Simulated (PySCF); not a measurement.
Gas-phase reaction: C2F4 + F2 → C2F6

Computed with PySCF (xtb for GFN2) and rigid-rotor harmonic-oscillator thermochemistry at 1 bar. † marks an energy on the PBE0/def2-TZVP geometry and frequencies; other levels use their own. MP2 freezes the core. All species are closed-shell singlets. MP2 isn't extrapolated to the basis-set limit; its ΔH°(298 K) is -725.8 kJ in def2-SVP and -704.5 kJ in def2-TZVPP. The harmonic model lacks anharmonicity and excited electronic states, which grow with temperature; levels with a mode under 35 cm⁻¹ are left out. Internal rotation in C2F6 is treated as a harmonic vibration of one conformer, which makes the entropy rough.

```json
[
 {"level": "BLYP/def2-TZVP†", "ΔE electronic, kJ": "-599", "ΔH°(298 K), kJ": "-590", "ΔS°(298 K), J/K": "-169", "ΔG°(600 K), kJ": "-489"},
 {"level": "GFN2-xTB", "ΔE electronic, kJ": "-491", "ΔH°(298 K), kJ": "-482", "ΔS°(298 K), J/K": "-163", "ΔG°(600 K), kJ": "-385"},
 {"level": "M06-2X/def2-TZVP†", "ΔE electronic, kJ": "-705", "ΔH°(298 K), kJ": "-696", "ΔS°(298 K), J/K": "-169", "ΔG°(600 K), kJ": "-595"},
 {"level": "MP2/def2-TZVPP†", "ΔE electronic, kJ": "-714", "ΔH°(298 K), kJ": "-705", "ΔS°(298 K), J/K": "-169", "ΔG°(600 K), kJ": "-603"},
 {"level": "PBE/def2-TZVP†", "ΔE electronic, kJ": "-632", "ΔH°(298 K), kJ": "-623", "ΔS°(298 K), J/K": "-169", "ΔG°(600 K), kJ": "-522"},
 {"level": "PBE0/def2-SVP†", "ΔE electronic, kJ": "-714", "ΔH°(298 K), kJ": "-705", "ΔS°(298 K), J/K": "-169", "ΔG°(600 K), kJ": "-604"},
 {"level": "r2SCAN/def2-TZVP†", "ΔE electronic, kJ": "-685", "ΔH°(298 K), kJ": "-676", "ΔS°(298 K), J/K": "-169", "ΔG°(600 K), kJ": "-575"}
]
```
ΔH° is lowest at PBE0/def2-SVP† and highest at GFN2-xTB. No reference value is set beside these.
